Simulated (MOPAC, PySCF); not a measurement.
F4Ge, SMILES `[F][Ge]([F])([F])[F]`, neutral singlet in the gas phase. 

Cartesian coordinates (Å):
SMILES: [F][Ge]([F])([F])[F]
```xyz
5

F     -1.2603    -1.0269    -0.4753
Ge     0.0000     0.0000     0.0000
F      0.3726     1.0604    -1.2671
F     -0.4792     0.8903     1.3589
F      1.3669    -0.9238     0.3835
```
Charge 0, multiplicity 1.

All levels are single points at this geometry (r2SCAN-D4/def2-TZVP); Pople sets use spherical d functions. Orbital energies aren't observables, and empty levels follow the basis.

```tsv
level	HOMO (eV)	LUMO (eV)	gap (eV)	dipole (D)	vertical IE, Delta-SCF (eV)
PBE-D3(BJ)/def2-TZVP in PySCF	-10.48	-2.92	7.56	0.00	–
r2SCAN-D4/def2-TZVP in PySCF	-11.05	-2.54	8.52	0.00	14.57
B3LYP/3-21G in PySCF	-11.09	-1.71	9.38	0.00	–
B3LYP/6-31G* in PySCF	-11.85	-2.01	9.85	0.00	14.80
B3LYP/LANL2DZ in PySCF	-12.65	-2.97	9.68	0.00	–
BP86/6-31G* in PySCF	-10.09	-2.79	7.30	0.00	–
M06-2X/6-31G* in PySCF	-14.44	-0.30	14.14	0.00	–
AM1 in MOPAC	-14.60	-0.77	13.83	0.00	–
PM3 in MOPAC	-15.55	-0.10	15.45	0.00	–
```
